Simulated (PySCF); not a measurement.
# Nuclear quadrupole coupling in `FC(F)(F)OC([SiH3])[SiH3]`

Species: C2H7F3OSi2.
Structure used (GFN2-xTB), in Å, numbered top down from 1:
```
atom  x, y, z in Å
F1     2.2327   -1.3862    0.0513
C2     2.0417   -0.0903   -0.2880
F3     2.0373   -0.0959   -1.6412
F4     3.1445    0.5590    0.0806
O5     0.9928    0.4561    0.2498
C6    -0.2933   -0.1964   -0.0892
Si7   -0.9900   -0.7591    1.6027
Si8   -1.2451    1.0941   -1.1346
H9    -0.0742   -1.0731   -0.7019
H10   -1.1382    0.4365    2.4272
H11   -2.2731   -1.4099    1.3395
H12   -0.0382   -1.6917    2.2032
H13   -1.3936    2.2902   -0.3109
H14   -2.5362    0.4939   -1.4697
H15   -0.4714    1.3809   -2.3407
```

Field gradients from the PBE0/pcSseg-1 density (PySCF, non-relativistic), principal values in atomic units, ordered |Vxx| ≤ |Vyy| ≤ |Vzz|:

| atom | Vxx | Vyy | Vzz |
| --- | --- | --- | --- |
| O5 | -0.1182 | -1.7629 | 1.8811 |

Question: Find the asymmetry η = (Vxx − Vyy)/Vzz and the couplings χ = eQV/h (234.96 MHz × Q in barn × V in au), with Q(17O) = −0.0256 b.

Answer: 
```tsv
atom	environment	nucleus	η	χzz (MHz)	χxx (MHz)	χyy (MHz)
O5	ether oxygen	17O	0.87	-11.31	0.71	10.60
```

The tensor is traceless: Vxx + Vyy + Vzz = 0.

Question: What is Vzz at O5 in SI units (1 au = 9.71736 × 10²¹ V/m²)?

Answer: 1.8811 au = 18.279 × 10²¹ V/m².

Question: And the gradient at the other heavy atoms, for which no coupling is worked out here?

Answer: 
```tsv
atom	environment	Vzz (au)	η
F1	fluorine of a CF3 group	2.887	0.05
C2	CF3 carbon	-0.203	0.08
F3	fluorine of a CF3 group	2.889	0.05
F4	fluorine of a CF3 group	2.999	0.02
C6	sp3 carbon bound to oxygen	0.621	0.10
Si7	SiH3 silicon	0.281	0.11
Si8	SiH3 silicon	0.279	0.12
```

Question: What couplings would deuterons (Q(2H) = 0.00286 b) have in place of the hydrogens, at this geometry?

Answer: 
```tsv
atom	bonded to	bond length (Å)	Vzz (au)	η	χzz (kHz)
H9	C6	1.092	0.2974	0.16	200
H10	Si7	1.460	0.1641	0.02	110
H11	Si7	1.463	0.1623	0.02	109
H12	Si7	1.462	0.1621	0.01	109
H13	Si8	1.460	0.1642	0.02	110
H14	Si8	1.463	0.1623	0.02	109
H15	Si8	1.461	0.1622	0.01	109
```

The structure is a single GFN2-xTB conformer in the gas phase; no vibrational or solvent corrections. GFN2-xTB bond lengths can be off by several hundredths of an ångström, more for odd bonds, and the gradients follow them. The basis is small and wasn't made for field gradients, so the couplings can be 20 % off.
